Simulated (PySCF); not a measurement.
Bi(OH)2(OMe) (CH5BiO3), SMILES [Bi]([OH])([OH])[O]C.

The structure is a stationary point at PBE0-D3(BJ)/def2-SVP. The structure was generated by enumeration; whether it is a known compound was not checked. The def2 effective core potentials stand for the cores of Bi; spin–orbit coupling is left out. The values are those of a single conformer.

Two levels are set side by side: TDA-PBE/def2-SVPD (PySCF) and TDA-ωB97X/def2-SVPD (PySCF). Vertical, same geometry. The lowest singlet is HOMO→LUMO+1 92 % with PBE and HOMO→LUMO+1 70 %, HOMO→LUMO 11 % with the other functional; states are paired by order. Differences are taken from unrounded values.

```tsv
quantity	TDA-ωB97X
lowest singlet excitation (eV)	5.96
lowest triplet excitation (TDA) (eV)	5.41
```

Task: What does TDA-PBE give, and how far is it from TDA-ωB97X? (Estimate from the structure and the level; the computed values follow.)

Result: 
```tsv
quantity	TDA-PBE	TDA-PBE minus TDA-ωB97X
lowest singlet excitation (eV)	4.50	-1.46
lowest triplet excitation (TDA) (eV)	4.16	-1.25
```

A lower first singlet is the usual sign of a functional without exact exchange. Differences between two approximate levels are no errors against the true value.

Rough cost on one machine, each run with all the roots and properties that it gave: TDA-ωB97X against TDA-PBE about 4 times.
